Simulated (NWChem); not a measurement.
Species: AlH₃Se; SMILES [AlH2][SeH]

All runs: NWChem. Pople sets run with spherical d functions. Coordinates come from a B3LYP/6-31G* (spherical d) optimisation. Ions are spin-unrestricted doublets at the neutral geometry; other ion states weren't tried.

Task: What does the run give for CAM-B3LYP/6-31G*? Quantities: vertical ionisation energy, ΔSCF (eV); −ε(HOMO) (eV).

Result: 
```yaml
vertical ionisation energy, ΔSCF (eV): 9.62
"−ε(HOMO) (eV)": 8.51
```
